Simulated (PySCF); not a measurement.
# Working out the ionisation energy of Br²⁺

Br²⁺ [Ar] 3d10 4s2 4p3 (4S) → Br³⁺ [Ar] 3d10 4s2 4p2 (3P). All numbers are calculated (PySCF 2.14, scalar relativity by spin-free X2C-1e, in x2c-SVPall). Frozen: [Ar] 3d10. Energies in hartree (1 hartree = 27.21139 eV):

```csv
part,Br²⁺ (lower),Br³⁺ (upper)
UHF,-2602.815354,-2601.543591
CCSD correlation,-0.076651,-0.065024
(T),-0.000766,-0.000615
```

What does Hartree-Fock give?

(-2601.543591) − (-2602.815354) = 1.271763 hartree = 34.606 eV.

What do CCSD and CCSD(T) give?

The CCSD correlation energies differ by 0.011627 hartree = 0.316 eV and the triples by 0.000151 hartree = 0.004 eV, so CCSD gives 34.922 eV and CCSD(T) 34.926 eV.

Reference: 34.871 ± 0.019 eV (measured; NIST Atomic Spectra Database, ionization energies), between the lowest levels; spin-orbit coupling is absent from the calculation.

A double-zeta basis recovers only part of the correlation energy.

What remains against the reference includes basis incompleteness, the frozen core and higher excitations.
